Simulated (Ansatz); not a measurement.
Reaction (isomerisation): `[SiH3]C[Te][SiH3]` → `C[SiH2][Te][SiH3]`

Calculated with Ansatz (gas phase, PBE0-D4/def2-TZVP geometries, no zero-point term in ΔE). CBS: MP2 limit from def2 TZ/QZ plus the TZ coupled-cluster correction, frozen cores. DFT in def2-TZVPP. Elements past krypton have def2 core potentials. For Te outer-core shells are correlated without core-valence functions, which leaves a few kJ/mol of doubt a bond. Each species was taken in one conformer, which may not be the lowest.

`[SiH3]C[Te][SiH3]`:

Z-matrix (Å, degrees):
```
Si
C 1 1.869
H 1 1.487 2 109.5
H 1 1.491 2 110.8 3 119.4
H 1 1.485 2 109.8 3 -119.9
Te 2 2.162 1 111.9 3 60.1
H 2 1.092 1 111.3 3 176.5
H 2 1.090 1 113.1 3 -61.7
Si 6 2.491 2 96.1 1 -64.8
H 9 1.484 6 114.0 2 82.7
H 9 1.485 6 105.7 2 -157.6
H 9 1.486 6 108.8 2 -39.2
```

`C[SiH2][Te][SiH3]`:

```xyz
12

C    -0.391   -1.439   -1.219
Si   -1.372   -0.363   -0.050
Te   -0.215   -0.052    2.146
Si    1.452    1.479    1.113
H     0.584   -0.995   -1.428
H    -0.230   -2.428   -0.785
H    -0.927   -1.556   -2.165
H    -2.681   -0.985    0.280
H    -1.609    0.977   -0.650
H     0.791    2.695    0.574
H     2.415    1.859    2.177
H     2.183    0.808    0.007
```

CCSD(T)/CBS gives -102.4 kJ/mol.

(1) Another level gave -106.8 kJ/mol. Which?
A. RPA@PBE/def2-TZVPP
B. BHLYP-D4/def2-TZVPP
C. CCSD(T)/def2-TZVPP
D. PBE0/def2-TZVPP

Largest T1 diagnostic among the species: 0.011.

Answers

(1) B. BHLYP-D4 -106.8, PBE0 -112.2, CCSD(T)/def2-TZVPP -100.2, RPA@PBE/def2-TZVPP -92.0 kJ/mol.

From r2SCAN to r2SCAN0 (25 % exact exchange), in def2-TZVPP and without D4, ΔE moves by −3.3 kJ/mol. In def2-TZVPP, CCSD(T) changes the Hartree–Fock value by +9.6 kJ/mol (the triples alone add +1.6 kJ/mol) and MP2 by +4.6 kJ/mol.

CCSD(T)/CBS has its own doubt, a few kJ/mol and more with outer-core shells, so smaller differences from it don't rank the levels.
